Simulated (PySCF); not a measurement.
PySCF input (TPSSh/def2-TZVPD):

```python
from pyscf import gto, scf, dft

mol = gto.M(
    atom='''
    C    -1.91608611    0.12897384   -0.02406549
    C    -0.50380251    0.39037886    0.45132899
    C     0.44953672   -0.23011568   -0.25094355
    C     1.93122570   -0.12686495    0.02827151
    H    -1.99758564   -0.55324551   -0.90801092
    H    -2.42411750    1.06593423   -0.29487500
    H    -2.53012608   -0.30912531    0.77615479
    H     0.21165144   -0.88898661   -1.12039148
    H     2.08760298    0.53074106    0.88802795
    H     2.49710396    0.28338008   -0.82412359
    H     2.39022800   -1.10293036    0.25566948
    ''',
    basis='def2-tzvpd',
    charge=-1,
    spin=0,
    verbose=4,
)

mf = dft.RKS(mol, xc='tpssh').density_fit(auxbasis='def2-universal-jkfit')
mf.grids.level = 3
mf.conv_tol = 1e-9
mf.max_cycle = 100
mf.max_memory = 1500
mf.kernel()
if not mf.converged:
    mf = mf.newton()
    mf.kernel(mf.make_rdm1())
mf.analyze()
```

End of the output:

```
Extra cycle  E= -156.633224856872  delta_E= 1.9e-10  |g|= 2.8e-05  |ddm|= 0.000476
converged SCF energy = -156.633224856872
**** SCF Summaries ****
Total Energy =                        -156.633224856872346
Nuclear Repulsion Energy =             107.541849941270399
One-electron Energy =                 -428.325069444657288
Two-electron Energy =                  164.149994646514529
Two-electron Coulomb Energy =          188.628983485514425
DFT Exchange-Correlation Energy =      -24.478988838999907
HOMO-LUMO gap [eV] =                     2.839585189928851
**** MO energy ****
MO #1   energy= -9.92564372971083  occ= 2
MO #2   energy= -9.91390440241901  occ= 2
MO #3   energy= -9.88507998489707  occ= 2
MO #4   energy= -9.85779831910949  occ= 2
MO #5   energy= -0.555544563876943 occ= 2
MO #6   energy= -0.506570018218802 occ= 2
MO #7   energy= -0.413098930837013 occ= 2
MO #8   energy= -0.281793788129772 occ= 2
MO #9   energy= -0.22599282596729  occ= 2
MO #10  energy= -0.213462357467725 occ= 2
MO #11  energy= -0.200650766909632 occ= 2
MO #12  energy= -0.195554651951054 occ= 2
MO #13  energy= -0.150542836881037 occ= 2
MO #14  energy= -0.118994501499355 occ= 2
MO #15  energy= -0.0104867802341353 occ= 2
MO #16  energy= 0.044712636780865  occ= 2
MO #17  energy= 0.149065468637419  occ= 0
MO #18  energy= 0.156301987364446  occ= 0
MO #19  energy= 0.176760526336599  occ= 0
MO #20  energy= 0.198637366774093  occ= 0
MO #21  energy= 0.210320776411471  occ= 0
MO #22  energy= 0.220175409977467  occ= 0
MO #23  energy= 0.232344720663812  occ= 0
MO #24  energy= 0.23305237244934   occ= 0
MO #25  energy= 0.247166021579807  occ= 0
MO #26  energy= 0.254156267312876  occ= 0
MO #27  energy= 0.272345328461737  occ= 0
MO #28  energy= 0.285338355466037  occ= 0
MO #29  energy= 0.285672774089508  occ= 0
MO #30  energy= 0.287718913444831  occ= 0
MO #31  energy= 0.319128194890766  occ= 0
MO #32  energy= 0.327541692530292  occ= 0
MO #33  energy= 0.336878309236486  occ= 0
MO #34  energy= 0.350749512808271  occ= 0
MO #35  energy= 0.360547219538311  occ= 0
MO #36  energy= 0.375514766465262  occ= 0
MO #37  energy= 0.378194094842858  occ= 0
MO #38  energy= 0.383046395775346  occ= 0
MO #39  energy= 0.387397160236985  occ= 0
MO #40  energy= 0.395723681200363  occ= 0
MO #41  energy= 0.403785758009978  occ= 0
MO #42  energy= 0.416468617209754  occ= 0
MO #43  energy= 0.425528152803078  occ= 0
MO #44  energy= 0.432541261535567  occ= 0
MO #45  energy= 0.434030654817071  occ= 0
MO #46  energy= 0.437814300062025  occ= 0
MO #47  energy= 0.444319904239596  occ= 0
MO #48  energy= 0.450208311928737  occ= 0
MO #49  energy= 0.453223798987446  occ= 0
MO #50  energy= 0.456831908114989  occ= 0
MO #51  energy= 0.47408386977241   occ= 0
MO #52  energy= 0.484557259679227  occ= 0
MO #53  energy= 0.485660848967082  occ= 0
MO #54  energy= 0.496422007667321  occ= 0
MO #55  energy= 0.510350926862778  occ= 0
MO #56  energy= 0.525883392796755  occ= 0
MO #57  energy= 0.545909536436107  occ= 0
MO #58  energy= 0.547620933129377  occ= 0
MO #59  energy= 0.554894182303063  occ= 0
MO #60  energy= 0.574268362048655  occ= 0
MO #61  energy= 0.575127451107477  occ= 0
MO #62  energy= 0.580570781003502  occ= 0
MO #63  energy= 0.588414772995701  occ= 0
MO #64  energy= 0.596114878524123  occ= 0
MO #65  energy= 0.611298627291356  occ= 0
MO #66  energy= 0.622962536156258  occ= 0
MO #67  energy= 0.626055170818564  occ= 0
MO #68  energy= 0.639684860374939  occ= 0
MO #69  energy= 0.646919937778982  occ= 0
MO #70  energy= 0.649259978503346  occ= 0
MO #71  energy= 0.661961782258013  occ= 0
MO #72  energy= 0.678546675052007  occ= 0
MO #73  energy= 0.701244925887887  occ= 0
MO #74  energy= 0.714377482493298  occ= 0
MO #75  energy= 0.760241305125687  occ= 0
MO #76  energy= 0.769959442284021  occ= 0
MO #77  energy= 0.782864583599802  occ= 0
MO #78  energy= 0.800459817734767  occ= 0
MO #79  energy= 0.803307685206151  occ= 0
MO #80  energy= 0.826795990788756  occ= 0
MO #81  energy= 0.832390158644004  occ= 0
MO #82  energy= 0.833798289323945  occ= 0
MO #83  energy= 0.843864265758821  occ= 0
MO #84  energy= 0.84943922687774   occ= 0
MO #85  energy= 0.856910693447723  occ= 0
MO #86  energy= 0.870607699893108  occ= 0
MO #87  energy= 0.892823818211048  occ= 0
MO #88  energy= 0.895488444865786  occ= 0
MO #89  energy= 0.897290572143053  occ= 0
MO #90  energy= 0.905489757906087  occ= 0
MO #91  energy= 0.926295519688925  occ= 0
MO #92  energy= 0.954705197547515  occ= 0
MO #93  energy= 1.0016378420847    occ= 0
MO #94  energy= 1.00821932985441   occ= 0
MO #95  energy= 1.01421178886636   occ= 0
MO #96  energy= 1.06732905084201   occ= 0
MO #97  energy= 1.08629356290805   occ= 0
MO #98  energy= 1.12032417253756   occ= 0
MO #99  energy= 1.14853159035604   occ= 0
MO #100 energy= 1.17958433335821   occ= 0
MO #101 energy= 1.21093326078296   occ= 0
MO #102 energy= 1.29681600219328   occ= 0
MO #103 energy= 1.31401339472915   occ= 0
MO #104 energy= 1.31444996604152   occ= 0
MO #105 energy= 1.36855280050488   occ= 0
MO #106 energy= 1.40020130904608   occ= 0
MO #107 energy= 1.40252262902431   occ= 0
[...]
```

It need not be the lowest isomer of its formula. Whether it binds its extra electron was not tested at this geometry.
